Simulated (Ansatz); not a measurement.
One change: `[F][W]([F])([F])([F])=[S]` becomes `[OH][W]([F])([F])([F])=[S]`.

Ansatz, PBE0-D4/def2-TZVP geometries, multiplicity 1. Each molecule was computed in one conformer, which needn't be the lowest.

Elements past krypton have def2 core potentials.

| property | `[F][W]([F])([F])([F])=[S]` |
| --- | --- |
| HOMO–LUMO gap (ωB97M-V/def2-TZVPP) / eV | 10.21 |
| LUMO energy (PBE0/def2-TZVPP) / eV | -3.66 |
| zero-point energy (PBE0-D4/def2-TZVP) / kJ/mol | 29.8 |
| LUMO energy (B3LYP/def2-TZVPP) / eV | -3.89 |
| ideal-gas entropy at 298 K and 1 bar (rigid rotor, harmonic PBE0-D4/def2-TZVP) / J/(mol·K) | 351 |
| HOMO–LUMO gap (PBE/def2-TZVPP) / eV | 3.66 |

(1) What does the change do to each property? (An estimate is asked.)

## Answers

(1) The calculation gave: 
```
                                                                                  property  `[OH][W]([F])([F])([F])=[S]`  shift
                                                   HOMO–LUMO gap (ωB97M-V/def2-TZVPP) / eV                          9.73  -0.48
                                                        LUMO energy (PBE0/def2-TZVPP) / eV                         -3.47   0.19
                                            zero-point energy (PBE0-D4/def2-TZVP) / kJ/mol                          57.7   27.9
                                                       LUMO energy (B3LYP/def2-TZVPP) / eV                         -3.69   0.20
ideal-gas entropy at 298 K and 1 bar (rigid rotor, harmonic PBE0-D4/def2-TZVP) / J/(mol·K)                           374     23
                                                       HOMO–LUMO gap (PBE/def2-TZVPP) / eV                          3.25  -0.41
```

With PBE0 the HOMO rises by 0.62 eV and the LUMO rises by 0.19 eV, so the gap narrows by about 0.43 eV. PBE moves the HOMO by 0.60 eV and ωB97M-V by 0.62 eV. The zero-point energy changes by 27.9 kJ/mol with +3 modes.

B3LYP here is the variant with VWN-RPA as its local correlation; programs differ in this.
